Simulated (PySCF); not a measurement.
A structure optimised at PBE-D3(BJ)/def2-TZVPD, used in a PySCF frequency run:

```xyz
2

Hg     0.0000     0.0000    -0.3958
Cl     0.0000     0.0000     1.8626
```
Charge +1, spin multiplicity 1.

**Question.** Write its SMILES, formula and point group.

**Answer.** [Cl][Hg+], ClHg, C∞v

**Question.** What are its rotational constants (standard atomic weights)?

**Answer.** 3.2892 GHz (linear rotor, B only)
